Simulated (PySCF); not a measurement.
## Nuclear quadrupole coupling in `C#C[P@@](=O)([O-])C1=CCCC1`

Species: C₇H₈O₂P (charge -1).
Cartesian coordinates in Å at the PBE0-D3(BJ)/def2-SVP level; atoms count from 1:
```
atom  x, y, z in Å
C1     3.5270    0.8702   -0.4842
C2     2.6678    0.7972    0.3787
P3     1.3932    0.6999    1.6953
O4     1.8589   -0.3320    2.6851
O5     1.0149    2.1160    2.0403
C6     0.0170    0.0110    0.7136
C7    -0.5615   -1.1781    0.9323
C8    -1.7924   -1.3769    0.0884
C9    -1.6699   -0.2552   -0.9605
C10   -0.7450    0.7955   -0.3219
H11    4.2859    0.9388   -1.2405
H12   -0.1998   -1.8803    1.6882
H13   -2.7073   -1.2605    0.7044
H14   -1.8613   -2.3811   -0.3672
H15   -2.6448    0.1516   -1.2760
H16   -1.1836   -0.6621   -1.8630
H17   -0.0798    1.2873   -1.0507
H18   -1.2963    1.6084    0.1841
```

Field gradients from the PBE0/pcSseg-1 density (PySCF, non-relativistic), principal values in atomic units, ordered |Vxx| ≤ |Vyy| ≤ |Vzz|:

```
atom      Vxx      Vyy     Vzz
  O4  -0.3869  -0.4618  0.8487
  O5  -0.3573  -0.4828  0.8401
```

Task: Find the asymmetry η = (Vxx − Vyy)/Vzz and the couplings χ = eQV/h (234.96 MHz × Q in barn × V in au), with Q(17O) = −0.0256 b.

Result: 
```csv
atom,environment,nucleus,η,χzz (MHz),χxx (MHz),χyy (MHz)
O4,oxygen bonded to P,17O,0.09,-5.11,2.33,2.78
O5,oxygen bonded to P,17O,0.15,-5.05,2.15,2.90
```

The tensor is traceless: Vxx + Vyy + Vzz = 0.

Task: What is Vzz at O5 in SI units (1 au = 9.71736 × 10²¹ V/m²)?

Result: 0.8401 au = 8.164 × 10²¹ V/m².

Task: And the gradient at the other heavy atoms, for which no coupling is worked out here?

Result: 
| atom | environment | Vzz (au) | η |
| --- | --- | --- | --- |
| C1 | terminal alkyne carbon | -0.235 | 0.36 |
| C2 | alkyne carbon | -0.417 | 0.04 |
| P3 | phosphoryl phosphorus | -0.790 | 0.82 |
| C6 | fully substituted alkene carbon | 0.351 | 0.62 |
| C7 | alkene CH carbon | 0.255 | 0.82 |
| C8 | allylic carbon | 0.031 | 0.70 |
| C9 | ring CH2 carbon | 0.045 | 0.58 |
| C10 | allylic carbon | 0.082 | 0.20 |

Were the hydrogens deuterons (Q(2H) = 0.00286 b), χzz would run from 189 kHz (H13) to 238 kHz (H11).

The structure is a single PBE0-D3(BJ)/def2-SVP conformer in the gas phase; no vibrational or solvent corrections. The pcSseg-1 basis has no diffuse functions, a weakness for an anion. A larger basis could move these couplings by a tenth or more.
